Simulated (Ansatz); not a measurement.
Two members of one family (In oxide hydroxide), computed with Ansatz in the gas phase; def2 core potentials for In, no spin–orbit coupling. The two geometries come from different levels. Binding counts from free atoms in the multiplicity of their measured ground term, without zero-point energy. The structures are stationary points that may keep the symmetry of their start.

First: InO2H (with an O–O bond) (singlet, charge 0, PBE0-D4/def2-TZVP geometry).

```xyz
4

In   -1.3102   -1.0515    0.7506
O     0.7938    0.0047   -0.0717
O    -0.4749    0.1174   -0.7914
H     0.9913    0.9294    0.1125
```

| level | HOMO (eV) | LUMO (eV) | gap (eV) | binding per atom (eV) |
| --- | --- | --- | --- | --- |
| PBE-D4/def2-SVP | -4.80 | -1.91 | 2.89 | 2.83 |
| r2SCAN-D4/def2-TZVP | -5.34 | -1.86 | 3.48 | 2.67 |
| r2SCANh-D4/def2-TZVP | -5.90 | -1.63 | 4.27 | 2.59 |
| PBE0-D4/def2-SVP | -6.33 | -1.32 | 5.01 | 2.57 |
| PBE0-D4/def2-TZVPD | -6.58 | -1.47 | 5.11 | 2.60 |

Second: InO3H3 (singlet, charge 0, PBE0-D4/def2-SVP geometry).

```xyz
7

In   -0.135   -0.095    0.174
O     0.337   -2.012   -0.073
O     0.603    1.405   -0.920
O    -1.429    0.389    1.595
H    -1.572    1.344    1.609
H     0.973   -2.138   -0.788
H     1.224    1.107   -1.596
```

What does the change do? Estimate second minus first.


```csv
level,Δ HOMO (eV),Δ LUMO (eV),Δ gap (eV),Δ binding per atom (eV)
PBE-D4/def2-SVP,-1.69,-0.74,0.96,0.55
r2SCAN-D4/def2-TZVP,-1.97,-0.85,1.12,0.69
r2SCANh-D4/def2-TZVP,-2.04,-0.75,1.30,0.72
PBE0-D4/def2-SVP,-1.95,-0.45,1.50,0.64
PBE0-D4/def2-TZVPD,-2.16,-0.75,1.41,0.70
```
